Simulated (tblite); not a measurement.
Record of a relaxation.

Species: C6H11OP.
SMILES with atom numbers: `[CH3:1][C:2]1=[C:3]([CH3:4])[P@@H:5](=[O:6])[CH2:7][CH2:8]1` (hydrogens: H9, H10, H11 on C1; H12, H13, H14 on C4; H15 on P5; H16, H17 on C7; H18, H19 on C8)

Computed with GFN2-xTB (tblite), gas phase: L-BFGS steps from a force-field or distance-geometry start until the largest atomic force falls under 0.01 eV/Å. 9 of its 227 geometries are shown.

Step 0: E = -681.9994 eV, largest atomic force 3.256 eV/Å
```
atom  x, y, z in Å  |  force x, y, z in eV/Å
C1      0.566    2.058   -0.358   -0.692   0.587   0.590
C2     -0.077    0.717   -0.092    2.303   0.618   0.274
C3      0.654   -0.340    0.239    0.351  -0.954  -0.575
C4      2.121   -0.486    0.394    0.672  -1.144   0.001
P5     -0.496   -1.729    0.484   -0.639   1.150   2.033
O6     -0.893   -1.744    1.917    0.262  -0.724  -0.848
C7     -1.801   -0.947   -0.558    0.763  -1.242   0.126
C8     -1.497    0.475   -0.143   -2.696   1.309  -1.272
H9     -0.229    2.821   -0.512    0.598  -0.467  -0.254
H10     1.127    2.410    0.532   -0.130  -0.356  -0.524
H11     1.252    1.997   -1.214   -0.358   0.137   0.310
H12     2.436   -1.525    0.080   -0.356   0.891   0.358
H13     2.696    0.203   -0.226   -0.155   0.149   0.207
H14     2.405   -0.385    1.455   -0.036   0.094  -0.445
H15    -0.027   -2.908   -0.038    0.160  -0.391  -0.169
H16    -2.804   -1.311   -0.282    0.396   0.232  -0.395
H17    -1.490   -1.150   -1.596   -0.651   0.240   0.174
H18    -2.001    0.693    0.808    0.205  -0.027   0.025
H19    -1.952    1.159   -0.898    0.003  -0.102   0.385
```

Step 28: E = -682.4571 eV, largest atomic force 0.103 eV/Å
```
atom  x, y, z in Å  |  force x, y, z in eV/Å
C1      0.557    2.063   -0.335    0.011   0.019  -0.006
C2     -0.025    0.707   -0.099   -0.039   0.055   0.046
C3      0.665   -0.384    0.242   -0.002   0.043  -0.050
C4      2.136   -0.494    0.460   -0.016  -0.020  -0.030
P5     -0.473   -1.764    0.514    0.101   0.000  -0.022
O6     -0.708   -2.163    1.905   -0.047  -0.025  -0.038
C7     -1.825   -0.941   -0.418   -0.016  -0.049   0.000
C8     -1.514    0.549   -0.268   -0.021  -0.027  -0.002
H9     -0.236    2.783   -0.517    0.035   0.045  -0.042
H10     1.142    2.404    0.516    0.026  -0.054   0.038
H11     1.215    2.030   -1.201    0.029   0.081  -0.043
H12     2.476   -1.489    0.179    0.001  -0.062   0.035
H13     2.669    0.238   -0.143    0.023   0.039   0.063
H14     2.384   -0.342    1.512   -0.005   0.022  -0.029
H15    -0.053   -2.814   -0.306    0.032  -0.051   0.045
H16    -2.811   -1.218   -0.057   -0.070   0.019   0.064
H17    -1.738   -1.231   -1.465   -0.038  -0.017  -0.037
H18    -2.016    0.963    0.613    0.017  -0.007  -0.029
H19    -1.856    1.113   -1.140   -0.021  -0.012   0.036
```

Step 56: E = -682.4957 eV, largest atomic force 0.094 eV/Å
```
atom  x, y, z in Å  |  force x, y, z in eV/Å
C1      0.574    2.069   -0.331    0.006   0.017   0.004
C2     -0.013    0.704   -0.164   -0.003   0.003  -0.010
C3      0.676   -0.374    0.214   -0.023   0.006   0.030
C4      2.115   -0.454    0.602    0.004  -0.012  -0.018
P5     -0.393   -1.825    0.316   -0.060  -0.035   0.064
O6     -0.454   -2.564    1.581    0.011   0.020  -0.082
C7     -1.907   -0.919   -0.215   -0.007  -0.020  -0.019
C8     -1.482    0.536   -0.450   -0.009  -0.011   0.001
H9     -0.207    2.815   -0.453    0.015   0.003   0.021
H10     1.177    2.321    0.539    0.027   0.069  -0.034
H11     1.217    2.102   -1.213   -0.006  -0.011   0.058
H12     2.492   -1.459    0.419   -0.021  -0.012  -0.001
H13     2.721    0.261    0.050   -0.011   0.011  -0.016
H14     2.228   -0.251    1.669   -0.016   0.001  -0.015
H15    -0.043   -2.639   -0.767    0.022  -0.002   0.015
H16    -2.646   -0.999    0.585    0.020  -0.034   0.008
H17    -2.332   -1.369   -1.114    0.009   0.024   0.053
H18    -2.047    1.211    0.202    0.026  -0.005  -0.034
H19    -1.687    0.844   -1.478    0.015  -0.010  -0.026
```

Step 85: E = -682.5321 eV, largest atomic force 0.023 eV/Å
```
atom  x, y, z in Å  |  force x, y, z in eV/Å
C1      0.558    2.079   -0.296   -0.002  -0.002   0.010
C2     -0.016    0.704   -0.176   -0.004  -0.007   0.000
C3      0.664   -0.369    0.234    0.000  -0.007  -0.005
C4      2.081   -0.443    0.694    0.000  -0.002  -0.001
P5     -0.376   -1.848    0.173    0.003  -0.012   0.005
O6     -0.317   -2.824    1.264   -0.001   0.012  -0.005
C7     -1.912   -0.872   -0.048   -0.006  -0.011   0.003
C8     -1.448    0.479   -0.595   -0.004  -0.011  -0.002
H9     -0.230    2.824   -0.367    0.004   0.009  -0.003
H10     1.186    2.309    0.561    0.010   0.009   0.006
H11     1.177    2.148   -1.192   -0.006   0.015   0.005
H12     2.441   -1.465    0.588    0.009  -0.002   0.008
H13     2.724    0.229    0.128   -0.005  -0.011  -0.019
H14     2.151   -0.176    1.750   -0.005   0.005  -0.003
H15    -0.118   -2.421   -1.079   -0.007   0.012   0.012
H16    -2.339   -0.762    0.953   -0.003  -0.005   0.006
H17    -2.653   -1.361   -0.679    0.009   0.004  -0.011
H18    -2.085    1.290   -0.234    0.005   0.011  -0.004
H19    -1.500    0.488   -1.688    0.005  -0.008  -0.003
```

Step 113: E = -682.5389 eV, largest atomic force 0.041 eV/Å
```
atom  x, y, z in Å  |  force x, y, z in eV/Å
C1      0.540    2.088   -0.217    0.013   0.008  -0.008
C2     -0.019    0.703   -0.169   -0.003   0.008   0.002
C3      0.668   -0.377    0.211   -0.006  -0.002   0.022
C4      2.093   -0.446    0.648    0.006  -0.001   0.016
P5     -0.381   -1.851    0.178    0.009  -0.012   0.003
O6     -0.328   -2.782    1.307    0.006   0.004  -0.040
C7     -1.913   -0.872   -0.069   -0.011   0.007   0.021
C8     -1.438    0.470   -0.627   -0.008   0.012  -0.003
H9     -0.252    2.833   -0.218   -0.014  -0.016  -0.008
H10     1.189    2.266    0.637    0.018  -0.008   0.003
H11     1.135    2.224   -1.120    0.009   0.001  -0.020
H12     2.385   -1.488    0.769   -0.013   0.010   0.001
H13     2.748    0.028   -0.084    0.001  -0.019   0.010
H14     2.237    0.058    1.605   -0.024   0.018  -0.018
H15    -0.132   -2.473   -1.052   -0.010   0.012   0.012
H16    -2.349   -0.746    0.927    0.009  -0.019  -0.013
H17    -2.652   -1.365   -0.701    0.019   0.002  -0.003
H18    -2.090    1.287   -0.311   -0.001  -0.001   0.018
H19    -1.450    0.452   -1.722    0.000  -0.004   0.008
```

Step 141: E = -682.5545 eV, largest atomic force 0.064 eV/Å
```
atom  x, y, z in Å  |  force x, y, z in eV/Å
C1      0.533    2.092   -0.220    0.009   0.003   0.004
C2     -0.022    0.709   -0.145    0.019  -0.012  -0.024
C3      0.667   -0.371    0.232   -0.007  -0.005  -0.001
C4      2.083   -0.447    0.691    0.031   0.002  -0.006
P5     -0.360   -1.855    0.120   -0.010  -0.010   0.012
O6     -0.289   -2.861    1.181   -0.006   0.016  -0.005
C7     -1.905   -0.887   -0.081    0.011   0.001  -0.005
C8     -1.445    0.480   -0.591   -0.005   0.001   0.006
H9     -0.258    2.836   -0.151    0.007   0.003   0.004
H10     1.254    2.262    0.577    0.002   0.009  -0.003
H11     1.050    2.232   -1.170   -0.008   0.017   0.009
H12     2.255   -1.418    1.157   -0.002   0.044  -0.022
H13     2.769   -0.334   -0.152   -0.022  -0.022   0.056
H14     2.307    0.338    1.415   -0.004  -0.031  -0.026
H15    -0.105   -2.389   -1.149    0.002  -0.003  -0.010
H16    -2.341   -0.807    0.919   -0.005  -0.004   0.004
H17    -2.636   -1.362   -0.734    0.008  -0.007   0.010
H18    -2.092    1.280   -0.225   -0.018   0.000  -0.004
H19    -1.478    0.509   -1.684   -0.004  -0.002   0.002
```

Step 170: E = -682.5569 eV, largest atomic force 0.016 eV/Å
```
atom  x, y, z in Å  |  force x, y, z in eV/Å
C1      0.517    2.108   -0.197   -0.003   0.002  -0.005
C2     -0.017    0.715   -0.148    0.001   0.006   0.003
C3      0.675   -0.366    0.219   -0.005   0.000   0.003
C4      2.085   -0.462    0.691   -0.002   0.001   0.000
P5     -0.350   -1.852    0.105    0.002  -0.001  -0.002
O6     -0.271   -2.852    1.171   -0.010  -0.007  -0.003
C7     -1.897   -0.887   -0.091    0.000   0.004   0.005
C8     -1.439    0.480   -0.600    0.007   0.006  -0.002
H9     -0.280    2.833   -0.047    0.013   0.003   0.009
H10     1.284    2.259    0.559   -0.007  -0.001  -0.004
H11     0.969    2.302   -1.171   -0.010  -0.003  -0.003
H12     2.192   -1.363    1.294   -0.001   0.006  -0.001
H13     2.770   -0.533   -0.154    0.010   0.003  -0.002
H14     2.370    0.404    1.288   -0.002  -0.007   0.000
H15    -0.098   -2.387   -1.165   -0.002  -0.003   0.007
H16    -2.331   -0.808    0.910    0.004  -0.007  -0.002
H17    -2.629   -1.363   -0.742    0.004  -0.008   0.000
H18    -2.094    1.276   -0.239    0.002   0.006   0.000
H19    -1.468    0.507   -1.693    0.000  -0.001  -0.003
```

Step 198: E = -682.5607 eV, largest atomic force 0.025 eV/Å
```
atom  x, y, z in Å  |  force x, y, z in eV/Å
C1      0.501    2.122   -0.189    0.000   0.000   0.001
C2     -0.009    0.720   -0.147    0.009  -0.005   0.004
C3      0.682   -0.359    0.229    0.001  -0.009   0.000
C4      2.083   -0.475    0.721   -0.013  -0.003   0.008
P5     -0.341   -1.848    0.101   -0.014  -0.001  -0.001
O6     -0.282   -2.849    1.168    0.008   0.002   0.001
C7     -1.886   -0.888   -0.119   -0.003   0.003  -0.005
C8     -1.424    0.481   -0.620    0.004   0.001   0.004
H9     -0.224    2.803    0.255   -0.006   0.004   0.010
H10     1.445    2.217    0.339    0.011   0.009  -0.003
H11     0.654    2.430   -1.223   -0.004   0.002  -0.014
H12     2.129   -1.278    1.455   -0.006  -0.021   0.000
H13     2.753   -0.733   -0.100    0.014   0.002  -0.013
H14     2.437    0.446    1.178    0.002   0.023   0.010
H15    -0.066   -2.382   -1.164   -0.001  -0.007   0.000
H16    -2.338   -0.813    0.874    0.003  -0.004  -0.003
H17    -2.604   -1.368   -0.784    0.000   0.004   0.004
H18    -2.084    1.277   -0.268   -0.003  -0.001  -0.007
H19    -1.436    0.508   -1.713   -0.002   0.001   0.003
```

Step 226: E = -682.5652 eV, largest atomic force 0.005 eV/Å
```
atom  x, y, z in Å  |  force x, y, z in eV/Å
C1      0.514    2.110   -0.224   -0.005   0.001   0.000
C2      0.001    0.710   -0.170   -0.002   0.003   0.000
C3      0.681   -0.366    0.234    0.000  -0.001   0.004
C4      2.074   -0.466    0.754    0.001   0.000   0.000
P5     -0.351   -1.849    0.122    0.002  -0.001  -0.001
O6     -0.301   -2.833    1.205    0.000   0.000  -0.001
C7     -1.888   -0.879   -0.117    0.000   0.002   0.003
C8     -1.412    0.473   -0.648   -0.001   0.000  -0.001
H9     -0.097    2.758    0.405    0.004  -0.001  -0.001
H10     1.547    2.171    0.106    0.001   0.000  -0.001
H11     0.451    2.488   -1.244    0.002   0.001   0.002
H12     2.154   -1.371    1.356    0.003  -0.001   0.002
H13     2.791   -0.538   -0.066   -0.003   0.003   0.002
H14     2.338    0.392    1.369    0.003  -0.002  -0.003
H15    -0.079   -2.407   -1.133   -0.001  -0.001  -0.002
H16    -2.335   -0.778    0.877   -0.004   0.001   0.000
H17    -2.615   -1.364   -0.769    0.003  -0.004   0.000
H18    -2.067    1.284   -0.322    0.000   0.001  -0.002
H19    -1.415    0.472   -1.742   -0.002   0.000   0.000
```

**Question.** Summarise the path.

**Answer.** The energy falls by 13.05 kcal/mol from step 0 to step 226; nine tenths of that is first reached at step 65. It rises by more than 0.2 meV at steps 54, 57, 60, 63, 66, 187, 190 and 193 and others. The largest force goes from 3.256 to 0.005 eV/Å. Among the bonds C2–C8 changes most, from 1.442 to 1.511 Å; the atoms move by 0.927 Å rms after alignment.

**Question.** Follow the three bonds and two angles with the largest change from start to end.

**Answer.** 
| step | E above end (kcal/mol) | largest force (eV/Å) | C2–C8 (Å) | C4–H12 (Å) | P5–H15 (Å) | C3–P5–O6 (°) | P5–C7–H17 (°) |
| --- | --- | --- | --- | --- | --- | --- | --- |
| 0 | 13.05 | 3.256 | 1.442 | 1.130 | 1.372 | 107.8 | 104.7 |
| 10 | 3.64 | 0.133 | 1.513 | 1.090 | 1.394 | 115.6 | 111.3 |
| 20 | 3.09 | 0.136 | 1.507 | 1.088 | 1.399 | 116.9 | 108.4 |
| 29 | 2.44 | 0.117 | 1.507 | 1.087 | 1.397 | 116.9 | 108.1 |
| 39 | 2.04 | 0.084 | 1.507 | 1.089 | 1.397 | 117.9 | 109.7 |
| 49 | 1.87 | 0.069 | 1.507 | 1.090 | 1.397 | 118.2 | 109.9 |
| 59 | 1.50 | 0.091 | 1.506 | 1.089 | 1.401 | 118.6 | 111.1 |
| 69 | 1.07 | 0.232 | 1.509 | 1.089 | 1.402 | 119.6 | 113.2 |
| 79 | 0.79 | 0.037 | 1.508 | 1.089 | 1.400 | 119.8 | 113.9 |
| 88 | 0.76 | 0.020 | 1.509 | 1.089 | 1.400 | 119.8 | 113.5 |
| 98 | 0.74 | 0.027 | 1.510 | 1.089 | 1.400 | 119.8 | 113.4 |
| 108 | 0.65 | 0.107 | 1.509 | 1.087 | 1.398 | 119.3 | 113.6 |
| 118 | 0.57 | 0.051 | 1.509 | 1.089 | 1.399 | 118.4 | 113.5 |
| 128 | 0.36 | 0.048 | 1.509 | 1.088 | 1.400 | 119.2 | 113.3 |
| 138 | 0.26 | 0.054 | 1.509 | 1.089 | 1.400 | 119.4 | 113.6 |
| 147 | 0.23 | 0.019 | 1.510 | 1.090 | 1.400 | 119.6 | 113.4 |
| 157 | 0.21 | 0.070 | 1.510 | 1.091 | 1.401 | 119.2 | 113.3 |
| 167 | 0.19 | 0.012 | 1.510 | 1.090 | 1.400 | 119.0 | 113.6 |
| 177 | 0.18 | 0.016 | 1.510 | 1.090 | 1.400 | 119.3 | 113.5 |
| 187 | 0.16 | 0.117 | 1.511 | 1.091 | 1.400 | 119.0 | 113.4 |
| 197 | 0.11 | 0.024 | 1.511 | 1.090 | 1.400 | 119.2 | 113.5 |
| 206 | 0.07 | 0.027 | 1.512 | 1.090 | 1.400 | 119.1 | 113.4 |
| 216 | 0.03 | 0.017 | 1.512 | 1.090 | 1.400 | 119.0 | 113.5 |
| 226 | 0.00 | 0.005 | 1.511 | 1.090 | 1.400 | 119.0 | 113.7 |

The cost below is that of the whole relaxation. On one thread, Arm Neoverse V1 (aarch64), no GPU (shared host), this took 1.7 s of wall time.
